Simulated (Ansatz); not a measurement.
```xyz
2

Al    0.0000    0.0000   -1.3108
P     0.0000    0.0000    1.3108
```

Basis set: 6-31G (spherical functions). Left uncorrelated: 10 orbitals. Correlation on ROHF uses semicanonical orbitals with singles. Charge 0, multiplicity 3.

Computed with Ansatz (development build ahead of 0.2.0); the reference of a correlated method needn't be the lowest determinant of its kind.

Q: Give the atomization energy at this shape (free ground-state atoms in the same class of orbitals less the molecule, no zero-point energy) of triplet AlP by ROHF-CCSD(T), UHF-BCCD(T).

A:

| method | atomization energy |
| --- | --- |
| ROHF-CCSD(T) | 1.25 eV |
| UHF-BCCD(T) | 1.25 eV |

Caution: the reference determinant was not shown to be the lowest.

This basis has no polarisation functions and is too small for such energies, which can lie far from measured ones in either direction.
